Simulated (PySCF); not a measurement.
Below is a simulated gas-phase C 1s photoelectron spectrum of `CC#C[C@H]1C=C1F`.

Every computed line was given a Gaussian of 0.5 eV full width at half maximum and an area set by the number of equivalent atoms; the highest printed point is 100. Theory: PySCF, delta-SCF UKS SCAN, pcX-2 on the ionised atom, pcseg-1 elsewhere, spin-free X2C.

| binding energy (eV) | intensity |
| --- | --- |
| 289.1 | 0 |
| 289.2 | 1 |
| 289.3 | 2 |
| 289.4 | 7 |
| 289.5 | 19 |
| 289.6 | 39 |
| 289.7 | 66 |
| 289.8 | 90 |
| 289.9 | 100 |
| 290.0 | 91 |
| 290.1 | 67 |
| 290.2 | 41 |
| 290.3 | 22 |
| 290.4 | 14 |
| 290.5 | 17 |
| 290.6 | 29 |
| 290.7 | 42 |
| 290.8 | 52 |
| 290.9 | 51 |
| 291.0 | 44 |
| 291.1 | 37 |
| 291.2 | 38 |
| 291.3 | 45 |
| 291.4 | 53 |
| 291.5 | 54 |
| 291.6 | 49 |
| 291.7 | 44 |
| 291.8 | 45 |
| 291.9 | 51 |
| 292.0 | 54 |
| 292.1 | 48 |
| 292.2 | 35 |
| 292.3 | 20 |
| 292.4 | 10 |
| 292.5 | 4 |
| 292.6 | 4 |
| 292.7 | 8 |
| 292.8 | 17 |
| 292.9 | 31 |
| 293.0 | 45 |
| 293.1 | 52 |
| 293.2 | 48 |
| 293.3 | 36 |
| 293.4 | 21 |
| 293.5 | 10 |
| 293.6 | 4 |
| 293.7 | 1 |
| 293.8 | 0 |

**Question.** How many maxima does the curve show, and how many computed lines lie under it?

**Answer.** The curve has 5 maxima (at 289.9, 290.8, 291.5, 292.0 and 293.1 eV). Under it lie 6 lines from 6 inequivalent carbon sites. At this width some lines have no maximum of their own.

**Question.** Decompose the envelope and assign each component. Numbering: `[CH3:1][C:2]#[C:3][C@H:4]1[CH:5]=[C:6]1[F:7]`.

**Answer.** 
```tsv
position (eV)	relative area	line	atoms	environment
289.84	1	C 1s	C3	alkyne carbon
289.96	1	C 1s	C2	alkyne carbon
290.84	1	C 1s	C5	alkene CH carbon
291.45	1	C 1s	C1	propargylic carbon
292.01	1	C 1s	C4	allylic carbon
293.12	1	C 1s	C6	vinylic C–F carbon
```

**Question.** What are the centre and the root-mean-square width of the whole band?

**Answer.** The area-weighted mean of the lines is 291.20 eV. Their own spread about it is 1.15 eV (rms) and each Gaussian has σ = 0.5/2.355 = 0.21 eV; the variances add, which gives 1.17 eV.

Lowest listed C 1s: C3, bonded to C (triple bond) and C. Highest, 3.28 eV above it: C6, bonded to F, C (double bond) and C.

The curve has no shake-up lines and no vibrational structure. Isolated species at its GFN2-xTB geometry, gas phase.

On one thread, Arm Neoverse N1, no GPU (shared host), this took 2.3 min wall.
